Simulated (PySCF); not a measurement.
Electron correlation in Ta⁺ (tantalum, charge +1)

[Xe] 4f14 5d3 6p1, one real determinant (an excited configuration). Calculation: PySCF 2.14, in def2-TZVPPD with the def2 core potential (60 electrons); a scalar-relativistic core potential. Frozen: nothing; 12 electrons correlated.

| level | correlation energy (mhartree) |
| --- | --- |
| CCSD | -229.39 |
| (T) | -6.89 |
| CCSD(T) | -236.28 |

Diagnostics: T1 = 0.010, D1 = 0.0428, largest double amplitude 0.115.

The real determinant used has ⟨L²⟩ near 14 against 20 for a pure G term, so it mixes terms. Spin-orbit coupling, absent here, splits the open shell strongly.

Cost of the coupled-cluster step: roughly 15 core-seconds, for 12 correlated electrons.

The reference is one real determinant that mixes LS terms of this configuration.

The basis has no tight functions for the innermost shells, so their pair energies are far from complete.

This basis was not built for core-valence correlation, so the inner-shell part is incomplete.
